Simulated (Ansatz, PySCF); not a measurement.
Molecule: BaO, charge 0, multiplicity 1. 
Geometry from a B3LYP-D3(BJ)/def2-TZVP (Ansatz, a program for electronic structure) optimisation:
SMILES: [O]=[Ba]
```xyz
2

Ba     0.0000     0.0000    -0.2433
O      0.0000     0.0000     1.7033
```
Charge 0, spin multiplicity 1.

Total electronic energies in hartree. Valence correlation only, unless marked. No spin-orbit coupling. The frozen core is the preceding noble-gas configuration, with the filled d and f shells of earlier blocks. The outer core of K, Ca and their heavier congeners is not correlated, a term that matters for these elements. Past Kr the def2 sets carry scalar-relativistic core potentials. CBS marks a two-point X^-3 extrapolation of the correlation energy; Hartree-Fock from the larger set. [CCSD(T)-MP2]/basis is that difference in the basis named.

```
level                                                                 program  energy (Eh)
-------------------------------------------------------------  --------------  -----------
HF/def2-TZVPP                                                          Ansatz    -99.98508
HF/def2-QZVPP                                                          Ansatz    -99.99531
PBE-D4/def2-TZVPD                                              Ansatz + dftd4   -100.70849
revPBE-D4/def2-TZVPD                                           Ansatz + dftd4   -100.79124
BP86/def2-TZVPD                                                         PySCF   -100.81990
TPSSh-D4/def2-TZVPD                                             PySCF + dftd4   -100.75246
HSE06-D4/def2-TZVPD                                            Ansatz + dftd4   -100.66973
HSE06/def2-TZVPD                                                       Ansatz   -100.66840
MP2/def2-SVPD                                                          Ansatz   -100.11926
MP2/def2-QZVPPD                                                        Ansatz   -100.31371
RI-MP2/def2-TZVPPD                                                     Ansatz   -100.28564
RI-MP2/def2-QZVPP                                                      Ansatz   -100.31245
CCSDT/def2-SVP                                                         Ansatz   -100.09011
RI-MP2/CBS(def2-TZVPPD,def2-QZVPPD)+[CCSD(T)-MP2]/def2-QZVPPD          Ansatz    -100.3220
CCSD(T)/CBS(def2-TZVPPD,def2-QZVPPD)                                   Ansatz    -100.3213
```

Totals of different functionals don't rank their quality; only differences between species are comparable.
